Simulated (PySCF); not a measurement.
Computed IR spectrum (relative IR intensity) of a molecule C2H8FNSi2. The structure is a stationary point at PBE-D3(BJ)/def2-SVP. The values are those of a single conformer. Calculation: PySCF 2.14.0 with PBE-D3(BJ)/def2-SVP. Frequencies are harmonic and unscaled.

ν (cm⁻¹): 166 (vw), 189 (w), 271 (vw), 299 (vw), 385 (vw), 414 (w), 478 (w), 525 (w), 603 (m), 611 (w), 654 (m), 681 (s), 717 (vs), 763 (s), 790 (w), 841 (w), 864 (vs), 890 (s), 941 (w), 1115 (w), 1170 (vw), 1190 (w), 1366 (w), 1379 (w), 1417 (vw), 2140 (s), 2152 (vs), 2157 (vs), 2955 (m), 2972 (w), 3044 (vw), 3050 (vw) (against the strongest line: vs over 80 %, s over 45 %, m over 15 %, w over 4 %, vw less)

Question: Which molecule gave these data?
A. F[Si@@H]1CNC[SiH2]1
B. F[Si@H]1CN[C@@H]1[SiH3]
C. F[SiH]1CN([SiH3])C1
D. C/N=C(\[SiH3])[SiH2]F

Answer: A, F[Si@@H]1CNC[SiH2]1
